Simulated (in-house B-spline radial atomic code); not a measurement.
## RPA and G0W0 on BHandHLYP: the molybdenum ion Mo⁶⁺

Configuration [Ar] 3d10 4s2 4p6, mean-field start BHandHLYP. Computed with an all-electron radial atomic-structure program (B-spline basis): all electrons, scalar-relativistic (spin-free one-electron X2C), finite nucleus, each spin shell either full or empty, empty states to l = 9 with an (l + 1/2)⁻⁴ tail; G0W0 by contour deformation at full frequency.

Command:
```bash
python run_gw.py task.json out
```
Settings (radii: box in bohr, nucleus in fm):
```
Z                        42
electrons                36
configuration            [Ar] 3d10 4s2 4p6
hamiltonian              x2c
method                   bhandhlyp
lmax                     9
rms_radius               4.4091
spin_polarised           False
box_radius               9.29
intervals                67
```

Run time, properties included: 1.1 s on 1 thread of AMD EPYC 9R45 96-Core Processor (shared host).

Energies (hartree):

```csv
term,value
mean-field total,-4040.56479
Hartree-Fock functional on these orbitals,-4038.60278
direct second order,-2.9606
second-order exchange,0.85111
SOSEX correction,0.8017
```

(1) What is the RPA correlation energy, and what remains with SOSEX?

Quasi-particle levels (eV):

| level | occupied | mean field | Σx - vxc | Σc | QP weight | G0W0 |
| --- | --- | --- | --- | --- | --- | --- |
| 4p | yes | -122.13 | -3.95 | ? | ? | ? |
| 3d | yes | -321.76 | -13.86 | 5.90 | 0.931 | -329.72 |
| 4d | no | -72.15 | 5.22 | -2.14 | 0.976 | -69.08 |

G0W0 = mean field + (Σx - vxc) + Σc, with Σc (partial-wave tail included) taken at the quasi-particle energy. Only the outer levels were computed. Levels of low weight are left out.

(2) Where does G0W0 put 4p?

## Answers

(1) RPA gives -2.6675 hartree (-2.02 eV per electron); RPA + SOSEX gives -1.8658, and the second-order doubles -2.1095 hartree (no singles). SOSEX takes back 30 % of the RPA value.

(2) At -126.91 eV, with Σc = -0.83 eV and a quasi-particle weight of 0.967. The tabulated removal energy is 125.638 ± 0.025 eV (NIST, semi-empirical); the calculation leaves out spin-orbit coupling, Breit and QED terms, and what these don't explain is the method's own error.
